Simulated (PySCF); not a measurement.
FeO4, SMILES [O]=[Fe](=[O])(=[O])=[O], multiplicity 1. Coordinates come from a PBE-D3(BJ)/def2-SVP optimisation. The multiplicity is an assumed one; other spin states were not compared.

Computed equilibrium geometry at PBE-D3(BJ)/def2-SVP (PySCF confirms it by a frequency run) as a Z-matrix, and its point group:
point group Td.
```
Fe
O 1 1.5881
O 1 1.5881 2 109.47
O 1 1.5881 2 109.47 3 -120.00
O 1 1.5881 2 109.47 3 120.00
```
Charge 0, spin multiplicity 1.
